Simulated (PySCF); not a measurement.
**Dipole moment and polarisability of `FC(F)C[SiH2][C@H](F)Cl`**

C₃H₆ClF₃Si.
Atom-mapped SMILES: `[F:1][CH:2]([F:3])[CH2:4][SiH2:5][C@H:6]([F:7])[Cl:8]` (hydrogens: H9 on C2; H10, H11 on C4; H12, H13 on Si5; H14 on C6)

Geometry (GFN2-xTB, Å), atoms numbered from 1 in this order:
```
atom  x, y, z in Å
F1    -1.2403    1.0035   -1.2085
C2    -1.8268    0.3354   -0.1803
F3    -2.3265   -0.8033   -0.7249
C4    -0.8237    0.0148    0.9026
Si5    0.6824   -0.9510    0.2230
C6     1.7843    0.3397   -0.7017
F7     2.8945   -0.2624   -1.2182
Cl8    2.3231    1.5559    0.4930
H9    -2.6835    0.9410    0.1559
H10   -1.3388   -0.5738    1.6588
H11   -0.5109    0.9494    1.3659
H12    0.2893   -1.9809   -0.7353
H13    1.4611   -1.4567    1.3505
H14    1.3151    0.8879   -1.5225
```

Level: B3LYP/def2-SVPD (PySCF), static field, nuclei fixed, core orbitals frozen in the response. The polarisability tensor in these axes (au):

```
x   85.57  3.68  0.11
y    3.68 80.43  3.48
z    0.11  3.48 73.38
```

Diagonalise the tensor; give its mean and Δα, where Δα² is half the sum of the squared differences of the eigenvalues.

Principal values 71.82, 79.85 and 87.70 au; mean 79.79 au = 11.82 Å³ = 13.16 × 10⁻⁴⁰ C²·m²/J; Δα = 13.76 au (17 % of the mean).

What is the dipole moment, and where does it point?

(-2.08, -0.07, 1.85) D, 2.78 D in size, pointing from the negative to the positive side. Measured along this direction, the outermost atoms are F7 at the negative end and H10 and H9 at the positive end.

What would n − 1 = 2πNα be for an ideal gas of these molecules at 350 K and 1 atm, electronic part alone?

N = p/kT = 2.0968 × 10¹⁹ cm⁻³, so n − 1 = 2π × N × 11.82 × 10⁻²⁴ cm³ = 1558 × 10⁻⁶ at long wavelengths, for an ideal gas.

How large is μ²/3kT at 350 K beside α?

In Gaussian units μ²/3kT = 53.41 Å³ against 11.82 Å³, a ratio of 4.52; the Debye molar polarisation (4π/3)N_A(α + μ²/3kT) is 164.6 cm³/mol, leaving out the vibrational part.

Traceless (Buckingham) quadrupole moment about the centre of nuclear charge: eigenvalues?

-9.99, 3.27, 6.72 D·Å. The values depend on the origin, since the dipole doesn't vanish. The electronic extent ⟨r²⟩ about the same centre is 1583 bohr², a root-mean-square distance of 2.33 Å for the 82 electrons.

Find the Langevin capture rate constant for NO+ (29.998 u) meeting this molecule (161.988 u), k = 2.342 × 10⁻⁹ cm³/s × √(α in Å³ / reduced mass in u).

The reduced mass is 25.31 u, so k = 1.60 × 10⁻⁹ cm³/s. The formula leaves out the permanent dipole, which adds to the capture rate.

In TDDFT the mean static polarisability is Σ f/ω² over all singlet excitations (ω in hartree). How much of it do the 8 lowest give? Their energies (eV) and oscillator strengths: 6.69, 0.0277; 7.24, 0.0023; 7.54, 0.0018; 7.56, 0.0154; 7.95, 0.0049; 8.13, 0.0095; 8.17, 0.0302; 8.27, 0.0172.

They add up to 1.40 au, 1.8 % of the 79.79 au; the largest single term is 0.46 au, from the state at 6.69 eV. Terms in order: 0.46, 0.03, 0.02, 0.20, 0.06, 0.11, 0.34, 0.19 au. Higher excitations give the rest. The strengths listed sum to 0.109.

Isolated species at its GFN2-xTB geometry (one conformer only).
